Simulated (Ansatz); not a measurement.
Calculated with Ansatz (gas phase, PBE0-D4/def2-TZVP geometries, no zero-point term in ΔE). CCSD(T)/CBS is the MP2 limit (def2-TZVPP, def2-QZVPP) plus CCSD(T) − MP2 in def2-TZVPP, frozen cores. Functionals use def2-TZVPP. For Br, Ge outer-core shells are correlated without core-valence functions, which leaves a few kJ/mol of doubt a bond. Scalar relativity is left out up to krypton. Each species was taken in one conformer, which may not be the lowest.

Reaction (ligand exchange at a Ge–C bond): `Cl[CH]([GeH3])Br` + `C=CN[SiH2]Cl` → `C=C[N]([GeH3])[SiH2]Cl` + `ClCBr`

Question: Is it downhill or uphill in electronic energy at CCSD(T)/CBS, and by how much? (Estimate.)

Answer: Ansatz gave: Downhill: ΔE = -6.6 kcal/mol.

Question: What do these levels give: r2SCAN-D4, PBE0, MP2/def2-TZVPP, CCSD/def2-TZVPP, MP2/def2-QZVPP, SCS-MP2/def2-QZVPP? (Best estimate.)

Answer: Ansatz gave: r2SCAN-D4 -5.9, PBE0 -5.1, MP2/def2-TZVPP -7.5, CCSD/def2-TZVPP -7.2, MP2/def2-QZVPP -7.1, SCS-MP2/def2-QZVPP -7.2 kcal/mol.

Largest T1 diagnostic among the species: 0.012.

The D4 term adds −1.7 kcal/mol with B3LYP and −1.0 kcal/mol with PBE0; it sums over pairs of atoms, weighted by their polarisabilities, and B3LYP, whose exchange is more repulsive, gets the larger term. From PBE to PBE0 (25 % exact exchange), in def2-TZVPP and without D4, ΔE moves by −0.7 kcal/mol.

B3LYP here is the variant with VWN-RPA as its local correlation; programs differ in this.
